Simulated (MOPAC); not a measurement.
MOPAC input (PM3):

```
PM3 FORCE THERMO(298,298) PRECISE LET GEO-OK AUX(PRECISION=9) THREADS=1
C3H7BO2

C     2.50721000 1   -0.40372555 1   -0.23314224 1
C     1.26031136 1   -0.84239177 1   -0.09788771 1
C     0.30025490 1   -0.26745467 1    0.88114406 1
B    -0.92445421 1    0.28831333 1    0.08778890 1
O    -1.93343270 1   -0.57140262 1   -0.27951722 1
O    -0.96194171 1    1.62572850 1   -0.22571543 1
H     3.20570345 1   -0.83927406 1   -0.94092208 1
H     2.91748992 1    0.41787817 1    0.34786346 1
H     0.88722713 1   -1.67537515 1   -0.70744881 1
H     0.75702802 1    0.53355726 1    1.49353576 1
H    -0.03040037 1   -1.05296517 1    1.58792904 1
H    -2.65603824 1   -0.22417539 1   -0.77801678 1
H    -1.69624117 1    1.94917143 1   -0.72315939 1
```

Output:

```
 *******************************************************************************
 **                                                                           **
 **                              MOPAC v23.2.5                                **
 **                                                                           **
 *******************************************************************************
 ** MOPAC's Digital Object Identifier: https://doi.org/10.5281/zenodo.6511958 **
 **                                                                           **
 ** Please cite the open-source release paper for use of this MOPAC version:  **
 ** J. E. Moussa and J. J. P. Stewart (2026)                                  **
 ** MOPAC: An open-source semiempirical molecular orbital program             **
 ** J. Open Source Softw., 11(119), 8025, https://doi.org/10.21105/joss.08025 **
 *******************************************************************************

                              PM3 CALCULATION RESULTS

 *******************************************************************************
 *  PM3        - The PM3 Hamiltonian to be used
 *  GEO-OK     - OVERRIDE INTERATOMIC DISTANCE AND OTHER SAFETY CHECKS
 *  LET        - OVERRIDE SOME SAFETY CHECKS
 *  PRECISE    - TIGHTER CRITERIA TO BE USED
 *  FORCE      - FORCE CALCULATION SPECIFIED
 *  AUX        - OUTPUT AUXILIARY INFORMATION
 *  THERMO     - THERMODYNAMIC QUANTITIES TO BE CALCULATED
 *******************************************************************************
PM3 FORCE THERMO(298,298) PRECISE LET GEO-OK AUX(PRECISION=9) THREADS=1
 C3H7BO2

   ATOM   CHEMICAL          X               Y               Z
  NUMBER   SYMBOL      (ANGSTROMS)     (ANGSTROMS)     (ANGSTROMS)

     1       C          2.50721000  *  -0.40372555  *  -0.23314224  *
     2       C          1.26031136  *  -0.84239177  *  -0.09788771  *
     3       C          0.30025490  *  -0.26745467  *   0.88114406  *
     4       B         -0.92445421  *   0.28831333  *   0.08778890  *
     5       O         -1.93343270  *  -0.57140262  *  -0.27951722  *
     6       O         -0.96194171  *   1.62572850  *  -0.22571543  *
     7       H          3.20570345  *  -0.83927406  *  -0.94092208  *
     8       H          2.91748992  *   0.41787817  *   0.34786346  *
     9       H          0.88722713  *  -1.67537515  *  -0.70744881  *
    10       H          0.75702802  *   0.53355726  *   1.49353576  *
    11       H         -0.03040037  *  -1.05296517  *   1.58792904  *
    12       H         -2.65603824  *  -0.22417539  *  -0.77801678  *
    13       H         -1.69624117  *   1.94917143  *  -0.72315939  *

          CARTESIAN COORDINATES

    NO.       ATOM           X           Y           Z

     1         C          2.5072     -0.4037     -0.2331
     2         C          1.2603     -0.8424     -0.0979
     3         C          0.3003     -0.2675      0.8811
     4         B         -0.9245      0.2883      0.0878
     5         O         -1.9334     -0.5714     -0.2795
     6         O         -0.9619      1.6257     -0.2257
     7         H          3.2057     -0.8393     -0.9409
     8         H          2.9175      0.4179      0.3479
     9         H          0.8872     -1.6754     -0.7074
    10         H          0.7570      0.5336      1.4935
    11         H         -0.0304     -1.0530      1.5879
    12         H         -2.6560     -0.2242     -0.7780
[...]
 TRANSITION DIPOLE   0.2794         C  3 -- H 10         +21.7% ( 46.7%)     98.6%
 TRAVEL (Ang.)       0.2241         C  3 -- H 11         +12.6% ( 35.6%)     95.6%
 REDUCED MASS        0.4415         C  2 -- C  3          +0.9% (  9.6%)      0.5%
 EFFECTIVE MASS      1.4098
 FORCE CONSTANT      2.4042

 VIBRATION         30   30A           ATOM PAIR      ENERGY CONTRIBUTION    RADIAL
 FREQUENCY          3136.07         C  1 -- H  8         +91.6% ( 97.4%)     99.9%
 TRANSITION DIPOLE   0.2065         C  1 -- H  7          +7.0% ( 27.0%)     72.0%
 TRAVEL (Ang.)       0.1590         C  1 -- C  2          +1.3% ( 11.7%)     21.8%
 REDUCED MASS        0.8508
 EFFECTIVE MASS      1.5390
 FORCE CONSTANT      4.9302

 VIBRATION         31   31A           ATOM PAIR      ENERGY CONTRIBUTION    RADIAL
 FREQUENCY          3147.11         C  1 -- H  7         +91.7% ( 96.4%)     99.7%
 TRANSITION DIPOLE   0.2531         C  1 -- H  8          +6.0% ( 24.6%)     42.7%
 TRAVEL (Ang.)       0.1620         C  1 -- C  2          +1.6% ( 12.6%)     73.3%
 REDUCED MASS        0.8161         C  2 -- H  9          +0.7% (  8.6%)     94.6%
 EFFECTIVE MASS      1.4626
 FORCE CONSTANT      4.7625

 VIBRATION         32   32A           ATOM PAIR      ENERGY CONTRIBUTION    RADIAL
 FREQUENCY          3911.59         O  6 -- H 13         +85.5% ( 92.7%)     99.9%
 TRANSITION DIPOLE   0.4519         O  5 -- H 12         +14.1% ( 37.6%)     99.9%
 TRAVEL (Ang.)       0.1549         B  4 -- O  6          +0.4% (  6.0%)     25.6%
 REDUCED MASS        0.7180
 EFFECTIVE MASS      1.3904
 FORCE CONSTANT      6.4730

 VIBRATION         33   33A           ATOM PAIR      ENERGY CONTRIBUTION    RADIAL
 FREQUENCY          3912.25         O  5 -- H 12         +85.5% ( 92.7%)     99.9%
 TRANSITION DIPOLE   0.2043         O  6 -- H 13         +14.1% ( 37.6%)    100.0%
 TRAVEL (Ang.)       0.1549         B  4 -- O  5          +0.4% (  6.0%)     25.4%
 REDUCED MASS        0.7181
 EFFECTIVE MASS      1.3904
 FORCE CONSTANT      6.4757

      SYMMETRY NUMBER FOR POINT-GROUP C1  =  1

          SYSTEM IS A GROUND STATE

 C3H7BO2

          MOLECULE IS NOT LINEAR

          THERE ARE 33 GENUINE VIBRATIONS IN THIS SYSTEM
          THIS THERMODYNAMICS CALCULATION IS LIMITED TO
          MOLECULES WHICH HAVE NO INTERNAL ROTATIONS

                    CALCULATED THERMODYNAMIC PROPERTIES
                                          *
   TEMP. (K)   PARTITION FUNCTION   H.O.F.    ENTHALPY  HEAT CAPACITY ENTROPY
                                   KCAL/MOL   CAL/MOLE    CAL/K/MOL  CAL/K/MOL

 298.00  VIB.     0.1146D+03                  2756.1037    19.2662    18.6709
         ROT.     0.1733D+06                   888.2803     2.9808    26.9517
         INT.     0.1986D+08                  3644.3840    22.2470    45.6225
         TRA.     0.7696D+27                  1480.4672     4.9680    39.2626
         TOT.                     -152.445    5124.8511    27.2150    84.8852

   *: NOTE: HEATS OF FORMATION ARE RELATIVE TO THE
            ELEMENTS IN THEIR STANDARD STATE AT 298K
              (=  Standard Enthalpy of Formation).

            Hvib:  Zero-point energy is not included.
                   frequencies of less than zero cm-1 are not included.
            Hrot = (3/2)RT
            Htra = (3/2)RT + pV = (5/2)RT

            Heat capacity is Cp, not Cv

          For more information, see: HTTP://OpenMOPAC.net/Manual/thermochemistry.html

           FORCE CONSTANT IN CARTESIAN COORDINATES (Millidynes/A)

    ATOM   CHEMICAL       X               Y               Z
   NUMBER   SYMBOL  FORCE CONSTANT  FORCE CONSTANT  FORCE CONSTANT

      1       C       15.425487        9.043304        1.951590
      2       C       15.347321        9.098752        2.349453
      3       C        7.819855        8.490615        6.933537
      4       B        7.011309        4.280105        7.274100
      5       O        7.511988        1.987146        6.912839
      6       O        4.219925        2.031811       10.210883
      7       H        2.040881        4.095982        0.334152
      8       H        2.114787        4.006821        0.340073
      9       H        1.873198        3.972157        0.358218
     10       H        2.148728        3.570055        0.649441
     11       H        2.094903        0.653349        3.490938
     12       H        3.042788        0.298397        5.978342
     13       H        2.822374        0.303046        6.191622

 **********************
 *                    *
 * JOB ENDED NORMALLY *
 *                    *
 **********************

 == MOPAC DONE ==
```
